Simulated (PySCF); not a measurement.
A search over the determinants of YO

Unrestricted PBE0; Y def2-TZVPP with ECP28, O def2-TZVPP; scalar-relativistic core potentials (PySCF 2.14). Outer shells of the fragments: Y 4d1 5s2; O 2s2 2p4.

Followed along the bond (rough minima from three points):

| 2Ms+1 | unpaired | ⟨S²⟩ at the start | R at minimum (Å) | Te (eV) |
| --- | --- | --- | --- | --- |
| 2 | σ ↑ | 0.76 | 1.78 | 0.00 |
| 2 | δ ↑ | 0.76 | 1.81 | 1.65 |
| 2 | π ↑ | 0.76 | 2.03 | 2.65 |
| 4 | σ ↑, π ↑, δ ↑ | 3.75 | 2.08 | 3.21 |

Solutions found at the starting distance of 2.065 Å, counted from the lowest of them; the search is not exhaustive and high or unbound solutions are not listed, so other states can lie among these:

```csv
2Ms+1,unpaired,term,E (eV),⟨S²⟩,⟨Lz²⟩,μ (D)
2,σ ↑,²Σ⁺,0.00,0.76,0.00,-6.54
2,δ ↑,²Δ,1.37,0.76,4.00,-9.09
2,π ↑,²Π,1.57,0.76,1.03,-2.19
2,π ↑,²Π,1.70,0.76,1.01,-6.10
4,"σ ↑, π ↑, δ ↑",mixed,2.13,3.75,5.02,-3.45
2,"σ ↑, π ↓, δ ↑",mixed,2.14,1.76,5.02,-3.42
4,"σ ↑, π ↑↑",mixed,2.58,3.75,2.02,-1.36
4,"σ ↑, π ↑↑",mixed,2.69,3.75,2.03,-1.37
4,"σ ↑↑, π ↑",⁴Π,3.12,3.75,1.03,0.67
4,"π ↑↑, δ ↑",mixed,3.92,3.75,6.02,-2.41
```

A term symbol is given only where ⟨S²⟩ and ⟨Lz²⟩ are close to those of a pure state; real π, δ and φ orbitals otherwise mix terms. A positive dipole means Y(−)O(+).

Question: Compare the gap between the two lowest followed solutions at the starting distance with the gap between their minima.

Answer: At PBE0 the second solution (doublet, unpaired electrons δ ↑) lies +1.37 eV from the first (doublet, unpaired electrons σ ↑) at 2.065 Å and +1.65 eV at the minima; the two curves relax by different amounts, since their minima lie near 1.81 and 1.78 Å.

Spin–orbit coupling is left out. Counting both spins, an empty level lies below a filled one in some of these solutions, because spin and occupation are held. With d or f electrons several states lie close, and the lowest PBE0 determinant need not be the measured ground state.
